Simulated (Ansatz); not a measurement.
# Energy profile

The step: SiH₄SO₃ ([OH][Si]([OH])([OH])[SH]) → SiH₂SO₂ ([OH][Si]([OH])[S]) + H₂O (still joined by a long Si–O bond); bonds formed: O2–H4; bonds broken: S3–H4; bonds weakened to dative contacts: Si1–O2 (atoms numbered as in the saddle structure below).

| atom | x (Å) | y (Å) | z (Å) |
| --- | --- | --- | --- |
| Si1 | -0.2846 | -0.1346 | -0.1830 |
| O2 | 1.0089 | 0.1064 | 1.0456 |
| S3 | -0.9513 | -1.7404 | 0.8542 |
| H4 | 0.4932 | -0.8764 | 1.4243 |
| O5 | -1.1613 | 1.2322 | -0.3173 |
| O6 | 0.5684 | -0.2400 | -1.5669 |
| H7 | 1.9109 | -0.0178 | 0.7217 |
| H8 | -1.9007 | 1.3063 | 0.2898 |
| H9 | 0.3163 | 0.3641 | -2.2682 |

Electronic energies by CCSD(T) at an estimated basis limit (MP2 extrapolated from triple and quadruple zeta, plus CCSD(T) − MP2 in triple zeta), on PBE0-D4/def2-TZVP structures; SiH$_{4}$SO$_{3}$, closed shell; no counterpoise correction. Ansatz 0.2.0; basis: def2-TZVPP and def2-QZVPP; cores frozen in the correlated methods. Extrapolation: Hartree–Fock as exp(−7.88 √X), correlation as X^−2.97.

(1) Give the profile in kcal/mol, counted from the start structure. (Judge from chemistry; the value comes from the calculation.)

The T1 diagnostic stays at or below 0.014.

## Answers

(1) Computed:
```
                                                                                                                        point  kcal/mol
                                                                                                              start structure      0.00
                                                                                                                       saddle     37.06
                                                                                                                end structure     30.07
separated: SiH$_{2}$SO$_{2}$ (linked as [OH][Si]([OH])[S]; Si1, S3, O5, O6, H8, H9; singlet) + H$_{2}$O (O2, H4, H7; singlet)     48.43
```

For scale, one of the runs: CCSD(T)/def2-TZVPP, 233 basis functions, launched by `ansatz run in.yaml --threads 4 --pin off --events-out ev --progress --plain --max-ram 9574MiB`. The run took 100 s on 4 CPU threads of an Arm Neoverse V2 (shared host), with 4.1 GiB of host memory at its peak.
